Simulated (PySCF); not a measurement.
PySCF input for Ge(F)2(OH)(NH2) (F₂GeH₃NO), SMILES [OH][Ge]([F])([F])[NH2], TDDFT-CAM-B3LYP/def2-SVPD. Coordinates come from a PBE-D3(BJ)/def2-SVP optimisation. The structure was generated by enumeration, and PubChem lists no compound with its InChIKey, so it may never have been made. One conformer was computed; it need not be the lowest.

```python
import numpy as np
from pyscf import gto, scf, dft, tdscf

mol = gto.M(
    atom='''
    N     1.76518256    0.16707619   -0.42540209
    Ge    0.01319722    0.01016884   -0.01393408
    O    -0.86399341    1.40046421   -0.65879328
    F    -0.40962765   -0.11422877    1.68438657
    F    -0.55426798   -1.50031952   -0.67136253
    H     2.21157001    1.00073367   -0.02905974
    H     2.31719386   -0.66553429   -0.19443232
    H    -1.72034486    1.49708520   -0.19967277
    ''',
    basis='def2-SVPD',
    charge=0,
    spin=0,
    max_memory=1600,
    verbose=4,
)
mf = dft.RKS(mol, xc='cam-b3lyp').density_fit(auxbasis='def2-universal-jkfit')
mf.grids.level = 3
mf.conv_tol = 1e-9
mf.max_cycle = 100
mf.kernel()
mf.grids = dft.Grids(mol).set(level=1).build(with_non0tab=True)  # coarser grid for the response kernel
td = tdscf.TDDFT(mf)
td.singlet = True
td.nstates = 10
td.conv_tol = 1e-4
td.positive_eig_threshold = 1e-6
td.kernel(x0=td.get_init_guess(mf, 15))
td.analyze()
tt = tdscf.TDA(mf)
tt.singlet = False
tt.nstates = 4
tt.conv_tol = 1e-4
tt.positive_eig_threshold = 1e-6
tt.kernel(x0=tt.get_init_guess(mf, 9))
tt.analyze(verbose=3)
```

Log of the run:

```
PySCF version 2.14.0

[INPUT] verbose = 4
[INPUT] num. atoms = 8
[INPUT] num. electrons = 68
[INPUT] charge = 0
[INPUT] spin (= nelec alpha-beta = 2S) = 0
[INPUT] symmetry False subgroup None
[INPUT] Mole.unit = angstrom
[INPUT] Symbol           X                Y                Z      unit          X                Y                Z       unit  Magmom
[INPUT]  1 N      1.765182560000   0.167076190000  -0.425402090000 AA    3.335711598259   0.315728241036  -0.803893442918 Bohr   0.0
[INPUT]  2 Ge     0.013197220000   0.010168840000  -0.013934080000 AA    0.024939131406   0.019216322605  -0.026331594998 Bohr   0.0
[INPUT]  3 O     -0.863993410000   1.400464210000  -0.658793280000 AA   -1.632710918329   2.646493804155  -1.244938871904 Bohr   0.0
[INPUT]  4 F     -0.409627650000  -0.114228770000   1.684386570000 AA   -0.774084071549  -0.215861090846   3.183029305196 Bohr   0.0
[INPUT]  5 F     -0.554267980000  -1.500319520000  -0.671362530000 AA   -1.047414681816  -2.835192992139  -1.268691311995 Bohr   0.0
[INPUT]  6 H      2.211570010000   1.000733670000  -0.029059740000 AA    4.179261624202   1.891112559931  -0.054914949851 Bohr   0.0
[INPUT]  7 H      2.317193860000  -0.665534290000  -0.194432320000 AA    4.378861772924  -1.257677534607  -0.367423834564 Bohr   0.0
[INPUT]  8 H     -1.720344860000   1.497085200000  -0.199672770000 AA   -3.250980625203   2.829081013140  -0.377326849833 Bohr   0.0

nuclear repulsion = 437.469403570212
number of shells = 61
number of NR pGTOs = 239
number of NR cGTOs = 151
basis = def2-SVPD
ecp = {}


[settings echo left out]
init E= -2407.63551884997
  HOMO = -0.339083231276654  LUMO = -0.0750423774303117  gap/eV = 7.18492
cycle= 1 E= -2407.94535951846  delta_E= -0.31  |g|= 1.07  |ddm|= 3.49
  HOMO = -0.305230098380052  LUMO = -0.0025874575006295  gap/eV = 8.23533
cycle= 2 E= -2407.81184864046  delta_E= 0.134  |g|= 1.46  |ddm|= 2.43
  HOMO = -0.378947090442331  LUMO = -0.0135700635427498  gap/eV = 9.94242
cycle= 3 E= -2408.14057198972  delta_E= -0.329  |g|= 0.0675  |ddm|= 1.22
  HOMO = -0.388854908988165  LUMO = -0.00875898087028615  gap/eV = 10.34294
cycle= 4 E= -2408.14116302473  delta_E= -0.000591  |g|= 0.0407  |ddm|= 0.112
  HOMO = -0.38148379273195  LUMO = -0.00791841394674764  gap/eV = 10.16523
cycle= 5 E= -2408.14147900897  delta_E= -0.000316  |g|= 0.00659  |ddm|= 0.0537
  HOMO = -0.382235374756819  LUMO = -0.00823718064548018  gap/eV = 10.17701
cycle= 6 E= -2408.14148888638  delta_E= -9.88e-06  |g|= 0.00208  |ddm|= 0.0116
  HOMO = -0.382203159521874  LUMO = -0.0082005062222148  gap/eV = 10.17713
cycle= 7 E= -2408.14148954164  delta_E= -6.55e-07  |g|= 0.001  |ddm|= 0.00294
  HOMO = -0.382129281091183  LUMO = -0.00818251741322307  gap/eV = 10.17561
cycle= 8 E= -2408.14148972848  delta_E= -1.87e-07  |g|= 0.000251  |ddm|= 0.00144
  HOMO = -0.3821680166127  LUMO = -0.00819428109066722  gap/eV = 10.17634
cycle= 9 E= -2408.14148974137  delta_E= -1.29e-08  |g|= 6.41e-05  |ddm|= 0.000366
  HOMO = -0.382161305303055  LUMO = -0.0081945669072252  gap/eV = 10.17615
cycle= 10 E= -2408.14148974284  delta_E= -1.47e-09  |g|= 1.14e-05  |ddm|= 0.00017
  HOMO = -0.382160946753454  LUMO = -0.00819374194505551  gap/eV = 10.17617
cycle= 11 E= -2408.14148974292  delta_E= -7.82e-11  |g|= 4.32e-06  |ddm|= 4.36e-05
  HOMO = -0.382160634742835  LUMO = -0.00819383230962867  gap/eV = 10.17616
Extra cycle  E= -2408.1414897429  delta_E= 1.55e-11  |g|= 5.08e-06  |ddm|= 1.06e-05
converged SCF energy = -2408.1414897429
tot grids = 35736
Overwritten attributes  positive_eig_threshold  of <class 'pyscf.tdscf.rks.TDDFT'>


******** <class 'pyscf.tdscf.rks.TDDFT'> for <class 'pyscf.df.df_jk.DFRKS'> ********
nstates = 10 singlet
deg_eia_thresh = 1.000e-03
wfnsym = None
conv_tol = 0.0001
eigh lindep = 1e-12
eigh level_shift = 0
eigh max_cycle = 100


Excitation energies (eV)
[6.68899353 7.67741601 8.39584887 8.70018101 8.93813325 9.19530146
 9.28046468 9.34365227 9.49853538 9.55310809]

** Singlet excitation energies and oscillator strengths **
Excited State   1:      6.68899 eV    185.36 nm  f=0.0499
      34 -> 35        0.67326
      34 -> 36        0.15105
Excited State   2:      7.67742 eV    161.49 nm  f=0.0439
      33 -> 35       -0.65512
      33 -> 36        0.18517
Excited State   3:      8.39585 eV    147.67 nm  f=0.0248
      34 -> 36       -0.52354
      34 -> 37       -0.37597
      34 -> 38       -0.17557
Excited State   4:      8.70018 eV    142.51 nm  f=0.1103
      32 -> 35        0.65197
      32 -> 36       -0.13335
Excited State   5:      8.93813 eV    138.71 nm  f=0.0091
      34 -> 36       -0.28471
      34 -> 37        0.53663
      34 -> 38       -0.21491
      34 -> 41       -0.10290
      34 -> 42        0.19963
Excited State   6:      9.19530 eV    134.83 nm  f=0.0060
      34 -> 38       -0.28992
      34 -> 39       -0.37949
      34 -> 40        0.42870
      34 -> 41        0.17664
      34 -> 42       -0.15858
Excited State   7:      9.28046 eV    133.60 nm  f=0.0539
      30 -> 35       -0.13419
      31 -> 35       -0.57917
      31 -> 37        0.16102
      33 -> 36       -0.21221
      33 -> 37        0.12769
      33 -> 38        0.10757
Excited State   8:      9.34365 eV    132.69 nm  f=0.0061
      29 -> 35       -0.28517
      30 -> 35        0.32788
      30 -> 37       -0.10876
      31 -> 35       -0.22749
      33 -> 36        0.26066
      33 -> 37       -0.17167
      33 -> 38       -0.11488
      34 -> 38       -0.22444
      34 -> 39        0.11088
Excited State   9:      9.49854 eV    130.53 nm  f=0.0439
      30 -> 35        0.45932
      33 -> 36       -0.36439
      33 -> 37        0.18578
      33 -> 38        0.15500
Excited State  10:      9.55311 eV    129.78 nm  f=0.0169
      29 -> 35       -0.55994
      29 -> 37        0.16296
      29 -> 38        0.10849
      33 -> 36       -0.13664
      34 -> 38        0.19329
      34 -> 40        0.13788

** Transition electric dipole moments (AU) **
state          X           Y           Z        Dip. S.      Osc.
  1         0.2634      0.0784     -0.4783      0.3043      0.0499
  2        -0.1920     -0.2333     -0.3770      0.2334      0.0439
  3         0.2385     -0.0892      0.2361      0.1206      0.0248
  4        -0.2321      0.5686     -0.3746      0.5175      0.1103
  5         0.0298     -0.1982      0.0338      0.0413      0.0091
  6        -0.0020     -0.1622     -0.0212      0.0268      0.0060
  7         0.0155      0.1314      0.4683      0.2368      0.0539
  8        -0.1317     -0.0917      0.0306      0.0267      0.0061
  9        -0.3728     -0.2131     -0.0661      0.1888      0.0439
 10         0.1286      0.1922     -0.1368      0.0722      0.0169

** Transition velocity dipole moments (imaginary part, AU) **
state          X           Y           Z        Dip. S.      Osc.
  1         0.0672      0.0207     -0.1270      0.0211      0.0572
  2        -0.0548     -0.0659     -0.1091      0.0192      0.0455
  3         0.0759     -0.0288      0.0807      0.0131      0.0283
  4        -0.0776      0.1868     -0.1232      0.0561      0.1169
  5         0.0095     -0.0648      0.0112      0.0044      0.0090
  6        -0.0001     -0.0551     -0.0065      0.0031      0.0061
  7         0.0047      0.0444      0.1617      0.0281      0.0550
  8        -0.0485     -0.0335      0.0114      0.0036      0.0070
  9        -0.1350     -0.0756     -0.0227      0.0245      0.0467
 10         0.0469      0.0696     -0.0503      0.0096      0.0182

** Transition magnetic dipole moments (imaginary part, AU) **
state          X           Y           Z
  1         0.0002     -0.5133     -0.0258
  2         0.3200      0.0551     -0.3496
  3        -0.0120      0.3366     -0.0532
  4         0.1932      0.3213      0.4975
  5        -0.0536     -0.1100      0.3020
  6         0.2010      0.0439      0.1714
  7         0.3035     -0.3106      0.1754
  8        -0.0044     -0.1737      0.1612
  9        -0.2643     -0.0290      0.0867
 10        -0.1633     -0.2899      0.1339
Overwritten attributes  positive_eig_threshold  of <class 'pyscf.tdscf.rks.TDA'>


******** <class 'pyscf.tdscf.rks.TDA'> for <class 'pyscf.df.df_jk.DFRKS'> ********
nstates = 4 triplet
deg_eia_thresh = 1.000e-03
wfnsym = None
conv_tol = 0.0001
eigh lindep = 1e-12
eigh level_shift = 0
eigh max_cycle = 100


Excitation energies (eV)
[6.09750206 7.1176931  7.90165894 8.03537877]

** Triplet excitation energies and oscillator strengths **
Excited State   1:      6.09750 eV    203.34 nm  f=0.0000
Excited State   2:      7.11769 eV    174.19 nm  f=0.0000
Excited State   3:      7.90166 eV    156.91 nm  f=0.0000
Excited State   4:      8.03538 eV    154.30 nm  f=0.0000
```

Self-consistency was reached.
